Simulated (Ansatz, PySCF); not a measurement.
C₃H₃, SMILES C#C[CH2] (connectivity only; charge and spin as stated), charge +1, multiplicity 1. Atoms are numbered in the order given.

```xyz
6

C      0.0016     1.3262     0.0000
C      0.0019     0.1022     0.0000
C      0.0022    -1.2375     0.0000
H      0.0013     2.4022     0.0000
H     -0.9363    -1.7931     0.0000
H      0.9411    -1.7925     0.0000
```
Charge +1, spin multiplicity 1.

Coordinates come from a PBE0-D3(BJ)/def2-TZVP optimisation. The spin state was assumed, not searched. The isomer is the one that the SMILES or the coordinates give; other isomers of the formula were not compared.

Two levels are set side by side: PBE-D3(BJ)/def2-TZVP (Ansatz, an electronic-structure program) and PBE0-D3(BJ)/def2-TZVP (Ansatz). Each level has its own optimised geometry; the coordinates shown are those of the second. Frequencies come from the Hessian of PySCF at each geometry. Differences are taken from unrounded values.

| quantity | PBE0-D3(BJ) |
|---|---|
| mean bond length (Å) | 1.164 |
| bond C1–C2 (Å) | 1.224 |
| bond C2–C3 (Å) | 1.340 |
| bond C1–H4 (Å) | 1.076 |
| bond C3–H5 (Å) | 1.091 |
| bond C3–H6 (Å) | 1.091 |
| highest harmonic wavenumber (cm⁻¹) | 3374 |
| mean harmonic wavenumber (cm⁻¹) | 1565 |
| zero-point energy (kcal/mol) | 26.85 |

Question: What does PBE-D3(BJ) give, and how far is it from PBE0-D3(BJ)? (An estimate is asked for; the answer gives what the named calculation found.)

Answer: 
| quantity | PBE-D3(BJ) | PBE-D3(BJ) minus PBE0-D3(BJ) |
|---|---|---|
| mean bond length (Å) | 1.172 | 0.008 |
| bond C1–C2 (Å) | 1.235 | 0.011 |
| bond C2–C3 (Å) | 1.348 | 0.008 |
| bond C1–H4 (Å) | 1.083 | 0.007 |
| bond C3–H5 (Å) | 1.098 | 0.008 |
| bond C3–H6 (Å) | 1.098 | 0.008 |
| highest harmonic wavenumber (cm⁻¹) | 3294 | -80 |
| mean harmonic wavenumber (cm⁻¹) | 1516 | -49 |
| zero-point energy (kcal/mol) | 26.01 | -0.84 |

Exact exchange shortens and stiffens bonds; PBE has none. Differences between two approximate levels are no errors against the true value.
